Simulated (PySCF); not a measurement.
CH₅GaO, SMILES C[O][GaH2].

Coordinates come from a B3LYP-D3(BJ)/def2-SVP optimisation.

Computed with HF/def2-TZVPD run with PySCF.

The molecule is in vacuum.

Estimate the frontier levels, gap, dipole moment and polarisability. (Estimate from the structure and the level; the computed values follow.)


```
Item                                                                                                            Value
---------------------------------------------------------------------------------------------  ----------------------
highest occupied level                                                                                      -11.58 eV
lowest empty level                                                                                            1.23 eV
orbital gap                                                                                                  12.81 eV
dipole moment                                                                                                  1.35 D
quadrupole, principal values (traceless, Buckingham form, about the centre of nuclear charge)   -5.81, 0.99, 4.82 D·Å
mean static polarisability                                                                       43.6 bohr³ (6.45 Å³)
polarisability, principal values                                                               36.3, 43.2, 51.2 bohr³
```
